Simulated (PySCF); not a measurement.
**Worked example: oscillator strength and radiative lifetime**

C₂H₇AlS, SMILES [CH3][Al]([CH3])[SH].

Geometry optimised at B3LYP-D3(BJ)/def2-SVP. The geometry has at least one imaginary mode, so it is a saddle point at that level. Other conformers were not sampled.

TDA-CAM-B3LYP/def2-SVPD run with PySCF puts the first singlet state with f over 0.02 at 6.13 eV (vertical), with the transition dipole (-0.096, 0.052, 0.637) in atomic units.

### Question
Find the oscillator strength, the wavelength and the radiative lifetime that this transition would have in vacuum if emission retraced absorption.

### Answer

|μ|² = 0.4177 au, so |μ| = 1.64 D. ΔE = 6.13/27.211 = 0.2253 hartree. f = (2/3) ΔE |μ|² = 0.063 (the program prints 0.063).
λ = 1239.84/6.13 = 202 nm; ν = 49442 cm⁻¹.
Einstein's coefficient A = 0.6670 ν² f s⁻¹ (ν in cm⁻¹) = 1.0e8 s⁻¹, so τ = 1/A = 9.8 ns. This state is S1. The figure is the radiative limit of this one transition; relaxation, internal conversion, crossing to triplets and a medium change what is measured.
